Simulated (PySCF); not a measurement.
C₄H₇Br, SMILES CC1(Br)CC1.

The structure is a stationary point at r2SCAN-D4/def2-SVP.

Method: PBE/def2-TZVP run with PySCF.

Isolated molecule, no solvent.

Computed frontier levels, gap, dipole moment and polarisability:
| Quantity | Value |
|---|---|
| highest occupied level | -6.20 eV |
| lowest empty level | -1.10 eV |
| orbital gap | 5.10 eV |
| dipole moment | 2.04 D |
| quadrupole, principal values (traceless, Buckingham form, about the centre of nuclear charge) | -1.40, -0.88, 2.28 D·Å |
| mean static polarisability | 68.0 bohr³ (10.08 Å³) |
| polarisability, principal values | 59.0, 65.1, 79.8 bohr³ |
